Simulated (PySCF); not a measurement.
## Ionisation energy along the 5-electron series

Calculated with PySCF 2.14 and a two-component X2C-1e Hamiltonian (Gaussian nucleus, no Breit or QED terms), each ion in its own even-tempered basis scaled to its charge; GMP2 freezes nothing and drops the highest virtual spinors. Values in eV. NIST values: (m) measured, (s) semi-empirical, (t) theoretical.

```tsv
ion	configuration	GHF (spin-free)	GMP2 (spin-free)	GHF (screened spin-orbit)	GMP2 (screened spin-orbit)	NIST
Tc³⁸⁺	[He] 2s2 2p1	5486.7	5485.9	5579.6	5578.2	5570 ± 4 (s)
Rh⁴⁰⁺	[He] 2s2 2p1	6058.3	6057.4	6171.5	6170.1	6161 ± 5 (s)
```

Q: Fill in the row of Ru³⁹⁺.

A: configuration: [He] 2s2 2p1; GHF (spin-free): 5768.8; GMP2 (spin-free): 5768.0; GHF (screened spin-orbit): 5871.5; GMP2 (screened spin-orbit): 5870.1; NIST: 5861 ± 4 (s).
